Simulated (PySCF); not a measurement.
**Electron correlation in Ne²⁺ (neon, charge +2)**

[He] 2s2 2p3 3s1, high-spin 5S determinant (an excited configuration). Calculation: PySCF 2.14, in x2c-TZVPPall with one added diffuse shell each of s, p, d type (6s4p3d1f, 40 functions); scalar relativity by spin-free X2C-1e. Frozen: 1s2; 6 electrons correlated.

| level | correlation energy (mhartree) |
| --- | --- |
| CCSD | -125.77 |
| (T) | -1.48 |
| CCSD(T) | -127.25 |

Diagnostics: T1 = 0.0047, D1 = 0.0148, largest double amplitude 0.039.

The outer electron is Rydberg-like, and this basis confines it to a smaller radius and binds it less than a complete one would.

Cost of the coupled-cluster step: about 1.2 core-seconds, for 6 correlated electrons.
